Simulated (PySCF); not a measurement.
## In2 from Hartree–Fock to correlated methods

State: ³Πu (triplet), unpaired electrons σ ↑, π ↑. Set-up: In cc-pVDZ-PP with ECP28; scalar-relativistic core potentials (PySCF 2.14). De refers to In + In in their high-spin ground configurations, without counterpoise correction. The functionals are run spin-unrestricted.

| Level | Re (Å) | ωe (cm⁻¹) | De (eV) |
| --- | --- | --- | --- |
| UHF | 3.102 | 116 | 0.60 |
| UHF-MP2 | 3.048 | 123 | 1.07 |
| UHF-SCS-MP2 | 3.052 | 123 | 0.92 |
| UHF-CCSD | 3.081 | 117 | 0.99 |
| UHF-CCSD(T) | 3.080 | 116 | 1.06 |
| PBE | 3.102 | 106 | 1.38 |
| PW91 | 3.095 | 107 | 1.40 |
| r²SCAN | 3.052 | 113 | 1.37 |
| TPSSh | 3.055 | 113 | 1.30 |
| B3LYP | 3.111 | 106 | 1.16 |
| PBE0 | 3.055 | 115 | 1.28 |

Q: Which functional lies closest to UHF-CCSD(T) in De, which farthest, and by how much do they differ from it?

A: Closest is B3LYP (+3.1 pm in Re, -8.6 % in ωe, +0.10 eV in De against UHF-CCSD(T) in the same basis), farthest PW91 (+1.5 pm in Re, -7.8 % in ωe, +0.34 eV in De). CCSD(T) converges more slowly with the basis than the functionals do and binds too weakly in this one, so the order can change at the basis-set limit.

Q: What does a quarter of exact exchange do here, going from PBE to PBE0?

A: PBE0 less PBE: -4.7 pm in Re, +8.5 % in ωe, -0.10 eV in De. Exact exchange removes part of the self-interaction that spreads semilocal densities, and in most molecules shortens and stiffens the bond and lowers De; so it does here.

Q: What does the step from GGA to meta-GGA do here, going from PBE to r²SCAN?

A: r²SCAN less PBE: -5.0 pm in Re, +6.6 % in ωe, -0.01 eV in De. 

Correlated steps freeze 8 core orbitals. Correlated levels converge slowly with the basis: in double zeta they bind strong bonds too weakly, by up to about 1 eV, and carry superposition errors of some tenths. These are scalar-relativistic numbers at best; spin–orbit coupling would shift them, the dissociation energy most. The state was picked by a PBE0 search and need not be the measured ground state.

The whole job (state search and all levels along the bond) took about 2.4 min on 1 thread of Intel Xeon Platinum 8488C (shared host), peak memory 0.52 GiB.
